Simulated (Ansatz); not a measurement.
Computed with Ansatz.

Basis-set series for ClH₃MgOSi, SMILES `[SiH3][O][Mg][Cl]`. Charge 0, multiplicity 1. The geometry is a stationary point of PBE0-D4/def2-TZVP. It is one conformer, not always the lowest.

```json
{"functional": "PBE0-D4", "basis": "def2-SVP", "functions": "83", "energy (Eh)": "-1026.13177", "HOMO (eV)": "-8.22", "LUMO (eV)": "-1.62"}
{"functional": "PBE0-D4", "basis": "def2-QZVPP", "functions": "350", "energy (Eh)": "-1026.59790", "HOMO (eV)": "-8.31", "LUMO (eV)": "-1.70"}
{"functional": "ωB97M-V", "basis": "def2-SVP", "functions": "83", "energy (Eh)": "-1026.51397", "HOMO (eV)": "-10.51", "LUMO (eV)": "-0.27"}
{"functional": "ωB97M-V", "basis": "def2-QZVPP", "functions": "350", "energy (Eh)": "-1026.97677", "HOMO (eV)": "-10.64", "LUMO (eV)": "-0.49"}
```

(1) Give the rows for def2-TZVPP. (An estimate is asked.)

## Answers

(1) The calculation gave: 
| functional | basis | functions | energy (Eh) | HOMO (eV) | LUMO (eV) |
| --- | --- | --- | --- | --- | --- |
| PBE0-D4 | def2-TZVPP | 189 | -1026.55856 | -8.30 | -1.70 |
| ωB97M-V | def2-TZVPP | 189 | -1026.94014 | -10.63 | -0.37 |
